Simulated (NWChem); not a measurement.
System: H$_{2}$SO$_{4}$, triplet; SMILES of the neutral closed-shell parent O=S(=O)(O)O

Excerpt of the output:

```
             Northwest Computational Chemistry Package (NWChem) 7.3.0
             --------------------------------------------------------

                             Geometry "geometry" -> ""
                             -------------------------

 Output coordinates in angstroms (scale by  1.889725989 to convert to a.u.)

  No.       Tag          Charge          X              Y              Z
 ---- ---------------- ---------- -------------- -------------- --------------
    1 O                    8.0000     1.38468800    -0.06044400     0.76746200
    2 S                   16.0000    -0.00012900     0.41775100    -0.02928300
    3 O                    8.0000     0.00010800    -0.71922600    -1.08455900
    4 O                    8.0000    -0.00038700     1.40681400    -1.22793200
    5 O                    8.0000    -1.38414200    -0.06216200     0.76819500
    6 H                    1.0000     1.78144000    -0.76761600     0.22514700
    7 H                    1.0000    -1.78083800    -0.76902800     0.22544600

 Effective nuclear repulsion energy (a.u.)     274.4065694807

                                 NWChem DFT Module
                                 -----------------

 Summary of "ao basis" -> "ao basis" (spherical)
 ------------------------------------------------------------------------------
       Tag                 Description            Shells   Functions and Types
 ---------------- ------------------------------  ------  ---------------------
 O                          def2-svp                 6       14   3s2p1d
 S                          def2-svp                 8       18   4s3p1d
 H                          def2-svp                 3        5   2s1p

            General Information
            -------------------
          SCF calculation type: DFT
          Wavefunction type:  spin polarized.
          No. of atoms     :     7
          No. of electrons :    50
           Alpha electrons :    26
            Beta electrons :    24
          Charge           :     0
          Spin multiplicity:     3
          Use of symmetry is: off; symmetry adaption is: off
          Maximum number of iterations: 150
          AO basis - number of functions:    84
                     number of shells:    38
          Convergence on energy requested:  1.00D-06
          Convergence on density requested:  1.00D-05
          Convergence on gradient requested:  5.00D-04

              XC Information
              --------------
                         B3LYP Method XC Potential
                     Hartree-Fock (Exact) Exchange  0.200
                        Slater Exchange Functional  0.800 local
                    Becke 1988 Exchange Functional  0.720 non-local
              Lee-Yang-Parr Correlation Functional  0.810
                  VWN I RPA Correlation Functional  0.190 local

             Grid Information
             ----------------
          Grid used for XC integration:  medium
          Radial quadrature: Mura-Knowles
          Angular quadrature: Lebedev.
          Tag              B.-S. Rad. Rad. Pts. Rad. Cut. Ang. Pts.
          ---              ---------- --------- --------- ---------
          O                   0.60       49           9.0       434
          S                   1.00       88           8.0       590
          H                   0.35       45          10.0       434
          Grid pruning is: on
          Number of quadrature shells:   374
          Spatial weights used:  Erf1

      Superposition of Atomic Density Guess
      -------------------------------------

 Sum of atomic energies:        -697.11049194

      Non-variational initial energy
      ------------------------------

 Total energy =    -698.476704
 1-e energy   =   -1509.785441
 2-e energy   =     536.902167
 HOMO         =      -0.344072
 LUMO         =      -0.118901

     ---------------------------------------------
      Total Density - Mulliken Population Analysis
     ---------------------------------------------

    Atom       Charge   Shell Charges
 -----------   ------   -------------------------------------------------------
    1 O    8     8.65   1.99  1.12  0.66  2.95  1.93  0.01
    2 S   16    14.06   2.00  1.99  1.07  0.30  5.93  1.17  1.22  0.38
    3 O    8     8.65   1.99  1.14  0.76  2.83  1.92  0.01
    4 O    8     8.62   1.99  1.15  0.75  2.81  1.91  0.01
    5 O    8     8.65   1.99  1.12  0.66  2.95  1.93  0.01
    6 H    1     0.68   0.52  0.10  0.06
    7 H    1     0.68   0.52  0.10  0.06

     --------------------------------------------
      Spin Density - Mulliken Population Analysis
     --------------------------------------------

    Atom       Charge   Shell Charges
 -----------   ------   -------------------------------------------------------
    1 O    8     0.11   0.00  0.02 -0.01  0.08  0.02  0.00
    2 S   16     0.58   0.00  0.00  0.12  0.15  0.00  0.09  0.18  0.04
    3 O    8     0.51   0.00  0.00 -0.00  0.33  0.18 -0.00
    4 O    8     0.61   0.00  0.01 -0.01  0.42  0.20  0.00
    5 O    8     0.11   0.00  0.02 -0.01  0.08  0.02  0.00
    6 H    1     0.04   0.01  0.02  0.00
    7 H    1     0.04   0.01  0.02  0.00

   convergence    iter        energy       DeltaE   RMS-Dens  Diis-err
 ---------------- ----- ----------------- --------- --------- ---------
 d= 0,ls=0.0,diis     1   -699.5144006953 -9.74D+02  1.38D-02  4.30D-01
                                                     1.26D-02  4.23D-01
 d= 0,ls=0.0,diis     2   -699.3434814690  1.71D-01  7.45D-03  9.41D-01
                                                     7.68D-03  8.76D-01
 d= 0,ls=0.0,diis     3   -699.6958035226 -3.52D-01  1.93D-03  3.02D-02
                                                     2.44D-03  3.43D-02
 d= 0,ls=0.0,diis     4   -699.6923158977  3.49D-03  1.19D-03  3.98D-02
                                                     1.57D-03  3.81D-02
 d= 0,ls=0.0,diis     5   -699.7080383949 -1.57D-02  2.51D-04  1.46D-03
                                                     2.82D-04  1.38D-03
  Resetting Diis
 d= 0,ls=0.0,diis     6   -699.7086170230 -5.79D-04  7.05D-05  4.10D-05
                                                     9.39D-05  5.87D-05
 d= 0,ls=0.0,diis     7   -699.7086298995 -1.29D-05  1.28D-04  3.56D-05
                                                     1.05D-04  2.52D-05
 d= 0,ls=0.0,diis     8   -699.7085919509  3.79D-05  7.74D-05  1.26D-04
                                                     8.13D-05  1.29D-04
 d= 0,ls=0.0,diis     9   -699.7086424693 -5.05D-05  1.07D-05  2.45D-06
                                                     1.10D-05  1.47D-06
 d= 0,ls=0.0,diis    10   -699.7086431544 -6.85D-07  6.20D-06  1.63D-07
                                                     9.20D-06  3.21D-07

         Total DFT energy =     -699.708643154440
      One electron energy =    -1508.926353919623
           Coulomb energy =      595.614412849358
    Exchange-Corr. energy =      -60.803271564916
 Nuclear repulsion energy =      274.406569480741

 Numeric. integr. density =       49.999995937535

                    DFT Final Alpha Molecular Orbital Analysis
                    ------------------------------------------

 Vector   24  Occ=1.000000D+00  E=-3.473316D-01
              MO Center= -2.3D-04,  1.5D-01, -9.3D-01, r^2= 2.1D+00
   Bfn.  Coefficient  Atom+Function         Bfn.  Coefficient  Atom+Function
  ----- ------------  ---------------      ----- ------------  ---------------
    37      0.423110  3 O  py                51      0.417928  4 O  py
    38     -0.306983  3 O  pz                40      0.295156  3 O  py
    54      0.279174  4 O  py                41     -0.209888  3 O  pz
    52      0.132792  4 O  pz                 5     -0.130809  1 O  py
    65     -0.130941  5 O  py                 8     -0.095316  1 O  py

 Vector   25  Occ=1.000000D+00  E=-3.405550D-01
              MO Center= -4.9D-04, -7.8D-02, -6.8D-01, r^2= 2.4D+00
   Bfn.  Coefficient  Atom+Function         Bfn.  Coefficient  Atom+Function
  ----- ------------  ---------------      ----- ------------  ---------------
    36      0.501670  3 O  px                39      0.364646  3 O  px
    50     -0.320687  4 O  px                53     -0.230010  4 O  px
     5      0.160609  1 O  py                65     -0.160742  5 O  py
     4      0.144973  1 O  px                64      0.145230  5 O  px
     8      0.113496  1 O  py                68     -0.113604  5 O  py

 Vector   26  Occ=1.000000D+00  E=-2.471998D-01
              MO Center= -4.5D-04,  6.4D-01,  1.3D-01, r^2= 2.4D+00
   Bfn.  Coefficient  Atom+Function         Bfn.  Coefficient  Atom+Function
  ----- ------------  ---------------      ----- ------------  ---------------
    18      0.399567  2 S  s                 17      0.389460  2 S  s
    52     -0.362418  4 O  pz                27      0.332667  2 S  pz
    26      0.294450  2 S  py                55     -0.280678  4 O  pz
     3     -0.270959  1 O  s                 63     -0.270889  5 O  s
    16     -0.235281  2 S  s                 24      0.214587  2 S  pz

 Vector   27  Occ=0.000000D+00  E= 3.167890D-02
              MO Center=  3.5D-03,  1.3D-01, -9.7D-02, r^2= 3.4D+00
   Bfn.  Coefficient  Atom+Function         Bfn.  Coefficient  Atom+Function
  ----- ------------  ---------------      ----- ------------  ---------------
    25      0.769285  2 S  px                 3     -0.536485  1 O  s
    63      0.533560  5 O  s                 76      0.464171  6 H  s
    81     -0.459735  7 H  s                 22      0.437205  2 S  px
    50     -0.259493  4 O  px                 9      0.250451  1 O  pz
    69     -0.250210  5 O  pz                39     -0.245702  3 O  px

 Vector   28  Occ=0.000000D+00  E= 4.183225D-02
              MO Center= -5.6D-03, -6.8D-01,  1.3D-01, r^2= 5.0D+00
   Bfn.  Coefficient  Atom+Function         Bfn.  Coefficient  Atom+Function
  ----- ------------  ---------------      ----- ------------  ---------------
    76      0.849219  6 H  s                 81      0.852571  7 H  s
    63     -0.528394  5 O  s                  3     -0.525185  1 O  s
    26     -0.412577  2 S  py                 8      0.240234  1 O  py
    68      0.240297  5 O  py                49      0.232680  4 O  s
    23     -0.218483  2 S  py                35     -0.194375  3 O  s

 Vector   29  Occ=0.000000D+00  E= 6.350092D-02
              MO Center=  3.0D-03, -1.9D-01,  1.2D-01, r^2= 2.6D+00
   Bfn.  Coefficient  Atom+Function         Bfn.  Coefficient  Atom+Function
  ----- ------------  ---------------      ----- ------------  ---------------
    26      0.840049  2 S  py                17     -0.653424  2 S  s
    18     -0.501929  2 S  s                 76      0.424990  6 H  s
    81      0.422265  7 H  s                 35      0.404558  3 O  s
     7     -0.352917  1 O  px                67      0.351755  5 O  px
    41      0.344598  3 O  pz                23      0.326224  2 S  py

                     DFT Final Beta Molecular Orbital Analysis
                     -----------------------------------------

 Vector   22  Occ=1.000000D+00  E=-3.480369D-01
              MO Center= -1.2D-04,  1.4D-01, -3.0D-02, r^2= 3.1D+00
   Bfn.  Coefficient  Atom+Function         Bfn.  Coefficient  Atom+Function
  ----- ------------  ---------------      ----- ------------  ---------------
    50      0.319053  4 O  px                 6      0.302057  1 O  pz
    66     -0.301789  5 O  pz                36      0.280448  3 O  px
    53      0.232575  4 O  px                 9      0.220212  1 O  pz
    69     -0.220031  5 O  pz                39      0.205599  3 O  px
     5     -0.167472  1 O  py                65      0.167797  5 O  py

 Vector   23  Occ=1.000000D+00  E=-3.444733D-01
              MO Center= -4.1D-04,  2.2D-01, -7.4D-01, r^2= 2.4D+00
   Bfn.  Coefficient  Atom+Function         Bfn.  Coefficient  Atom+Function
  ----- ------------  ---------------      ----- ------------  ---------------
    38      0.403390  3 O  pz                41      0.312949  3 O  pz
    51      0.283358  4 O  py                54      0.220621  4 O  py
    52      0.199940  4 O  pz                55      0.162874  4 O  pz
     4      0.150398  1 O  px                64     -0.150558  5 O  px
     7      0.117268  1 O  px                67     -0.117401  5 O  px

 Vector   24  Occ=1.000000D+00  E=-3.243994D-01
              MO Center= -3.5D-04, -1.3D-02, -7.7D-01, r^2= 2.3D+00
   Bfn.  Coefficient  Atom+Function         Bfn.  Coefficient  Atom+Function
  ----- ------------  ---------------      ----- ------------  ---------------
    36      0.495716  3 O  px                39      0.372246  3 O  px
    50     -0.344782  4 O  px                53     -0.255121  4 O  px
     5      0.147382  1 O  py                65     -0.147387  5 O  py
     4      0.124619  1 O  px                64      0.124910  5 O  px
     8      0.106211  1 O  py                68     -0.106217  5 O  py

 Vector   25  Occ=0.000000D+00  E=-1.846047D-01
              MO Center= -1.8D-04,  2.8D-01, -9.9D-01, r^2= 2.0D+00
   Bfn.  Coefficient  Atom+Function         Bfn.  Coefficient  Atom+Function
  ----- ------------  ---------------      ----- ------------  ---------------
    51      0.436009  4 O  py                37      0.409978  3 O  py
    54      0.350300  4 O  py                40      0.339062  3 O  py
    38     -0.240494  3 O  pz                26      0.185525  2 S  py
    41     -0.183638  3 O  pz                 5     -0.088040  1 O  py
    65     -0.088182  5 O  py                52      0.086888  4 O  pz

 Vector   26  Occ=0.000000D+00  E=-1.138730D-01
              MO Center= -4.3D-04,  6.2D-01,  7.4D-02, r^2= 2.6D+00
   Bfn.  Coefficient  Atom+Function         Bfn.  Coefficient  Atom+Function
  ----- ------------  ---------------      ----- ------------  ---------------
    18      0.428700  2 S  s                 17      0.416086  2 S  s
    52     -0.361676  4 O  pz                27      0.342787  2 S  pz
     3     -0.339713  1 O  s                 63     -0.339694  5 O  s
    55     -0.316715  4 O  pz                26      0.277307  2 S  py
    16     -0.253803  2 S  s                 76      0.210532  6 H  s

[...]

                     NWChem Electrostatic Potential Fit Module
                     -----------------------------------------

 Atom parameters

 Number of atoms is                                    7
 Number of basis functions is                         84

 Grid parameters

 Maximum number of grid points is                  31977
 Number of grid points is                          31976
 Grid range                                     0.300000 nm
 Grid spacing                                   0.020000 nm
 Probe radius                                   0.070000 nm
 Atom radius factor                             1.000000

 Atomic radii

    1    0.100000
    8    0.136000
   16    0.174000
 FASTESP  F
  using M.O. file = ./job.movecs

    Atom              Coordinates                           Charge

                                                  ESP

    1 O     0.138469   -0.006044    0.076746   -0.573702
    2 S    -0.000013    0.041775   -0.002928    1.049989
    3 O     0.000011   -0.071923   -0.108456   -0.392517
    4 O    -0.000039    0.140681   -0.122793   -0.354236
    5 O    -0.138414   -0.006216    0.076820   -0.574343
    6 H     0.178144   -0.076762    0.022515    0.422081
    7 H    -0.178084   -0.076903    0.022545    0.422727
                                            ------------
                                               -0.000000

 Dipole moment                                  0.722237

 Quadrupole moment Qxx                         10.142912
                   Qyy                          2.446172
                   Qzz                        -12.589084

 RMS deviation kJ/mol                           0.056050

 RRMS %                                        18.457868
```

Level: B3LYP/def2-SVP, spin-unrestricted. Geometry: optimised at PBE0/def2-SVP, spin-unrestricted. This spin state was assumed; another may lie lower. No stability test was run on the SCF state. B3LYP is NWChem's, with the RPA form of VWN correlation.

Reconstruct the input file.

One answer among several that fit: the input that was run:
```
start job
memory heap 200 mb stack 900 mb global 1100 mb
geometry units angstroms noautosym nocenter noautoz
  O      1.384688    -0.060444     0.767462
  S     -0.000129     0.417751    -0.029283
  O      0.000108    -0.719226    -1.084559
  O     -0.000387     1.406814    -1.227932
  O     -1.384142    -0.062162     0.768195
  H      1.781440    -0.767616     0.225147
  H     -1.780838    -0.769028     0.225446
end
basis spherical
  * library def2-svp
end
dft
  odft
  mult 3
  xc b3lyp
  iterations 150
  mulliken
end
task dft energy
esp
  recalculate
  probe 0.07
  range 0.3
  factor 1.0
  spacing 0.02
end
task esp
```
